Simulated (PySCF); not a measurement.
**Substituent effects on chemical shifts**

Parent skeleton `[CH3:1][n:2]1[cH:3][cH:4][cH:5][n:6]1`; one hydrogen on atom 4 is replaced by X. Hydrogens on one atom are averaged.

PySCF 2.14.0 with density-fitted response routines calculation with shieldings: GIAO PBE0/pcSseg-1 and GFN2-xTB geometry; non-relativistic, in vacuum, one averaged value for each set of equivalent atoms, a single conformation.

Scale: TMS for ¹³C and ¹H; ¹⁵N vs NH3 (reference shieldings calculated alike).

Parent (X = H): C1 39.5, N2 225.4, C3 131.7, C4 112.8, C5 141.0, N6 352.0, H(C1) 4.06, H(C3) 7.39, H(C5) 7.46 ppm. Effects are Δδ = δ(X) − δ(H), positive for deshielding.

Q: Order these by the shift of C5, most shielded first.
A. X = F
B. X = COOCH3
C. X = C2H5

A: A (-12.5 ppm), C (-0.5 ppm), B (+3.7 ppm).

Q: Order these by the shift of N6, most shielded first.
A. X = F
B. X = COOCH3
C. X = SO2CH3

A: A (-7.3 ppm), B (-1.9 ppm), C (+3.4 ppm).

Experimental scales use liquid or dissolved standards, which lie at an offset from isolated NH3 (liquid NH3: subtract about 20 ppm). Unscaled 15N shifts of sp2 nitrogen often come out too high even then, by a few to some tens of ppm.
